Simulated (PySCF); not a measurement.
C4H6BNO, SMILES C1B(C=C(N=1)C)O. Heavy atoms are numbered as in [CH3:1][C:2]1=[CH:3][B:4]([OH:5])[CH:6]=[N:7]1. Hydrogens are named by the atom that carries them.

Geometry: PBE-D3(BJ)/def2-SVP. This is a generated structure with no PubChem entry under its InChIKey; it may be hypothetical. The values are those of a single conformer.

The numbers are results of PBE/pcSseg-1 run with PySCF, not measurements.

GIAO shieldings, no solvent; atoms alike by connectivity are averaged. δ = σ(ref) − σ: ¹³C against TMS (σ = 182.0 ppm); ¹¹B against BF3 (σ = 83.9 ppm); ¹⁷O against H2O (σ = 334.3 ppm); ¹⁵N against NH3 (σ = 267.0 ppm); ¹H against TMS (σ = 31.49 ppm), references at their B3LYP-D3(BJ)/def2-TZVP geometries, non-relativistic.

```tsv
nucleus	atoms	count	δ (ppm)
¹³C	C2	1	198.9
¹³C	C6 (CH)	1	193.9
¹³C	C3 (CH)	1	106.2
¹³C	C1 (CH3)	1	30.3
¹¹B	B4	1	31.2
¹⁷O	O5 (OH)	1	188.8
¹⁵N	N7	1	469.6
¹H	H on C6	1	8.79
¹H	H on O5	1	6.40
¹H	H on C3	1	4.82
¹H	H on C1	3	2.82
```
